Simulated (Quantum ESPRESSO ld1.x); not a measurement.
ld1.x (Quantum ESPRESSO 7.5) input

```
 &input
    zed=80.0,
    iswitch=1,
    rel=2,
    dft='PBE',
    config='1s1',
    rel_dist='average',
    verbosity='high',
    lsmall=.true.,
    prefix='ld1',
    max_out_wfc=37,
    file_charge='ld1.rho',
 /
```

It prints:

```
     Program LD1 v.7.5 starts

     --------------------------- All-electron run ----------------------------

     dirac relativistic calculation

     atomic number is 80.00
     dft =PBE   lsd =0 sic =0 latt =0  beta=0.20 tr2=1.0E-14
     Exchange-correlation= PBE
                           (   1   4   3   4   0   0   0)
     mesh =2125 r(mesh) = 100.48147 a.u. xmin = -8.00 dx = 0.00800
     1 Ry =  13.60569312 eV, c = 137.03599908

     n l j   nl                  e(Ry)          e(Ha)          e(eV)
     Spin orbit split results
     1 0 0.5 1S 1( 1.00)   -7008.916472070   -3504.458236035 -95361.1666437
     Averaged results
     1 0     1S 1( 1.00)   -7008.916472070   -3504.458236035 -95361.1666437

     final scf error:  4.7E-17 reached in  10 iterations

     Etot =   -7054.550288 Ry,   -3527.275144 Ha,  -95982.046339 eV

     Ekin =    8690.408650 Ry,    4345.204325 Ha,  118239.033212 eV
     Encl =  -15754.783340 Ry,   -7877.391670 Ha, -214354.747337 eV
     Eh   =      58.032889 Ry,      29.016444 Ha,     789.577676 eV
     Exc  =     -48.208488 Ry,     -24.104244 Ha,    -655.909890 eV

     normalization and overlap integrals

     s(1S/1S) =  1.000000  <r> =   0.0164  <r2> =    0.0004  r(max) =   0.0102
     LC norm =  0.90608430 + SC norm =  0.09391570 =  1.00000000

     LC charge =  0.90608430 + SC charge =  0.09391570 =  1.00000000

     ------------------------ End of All-electron run ------------------------
```

Run on one thread of a shared host, so times are rough (Intel(R) Xeon(R) Processor @ 2.60GHz): 0.3 s of CPU time, 1.1 s wall, 10 iterations on 2125 mesh points.
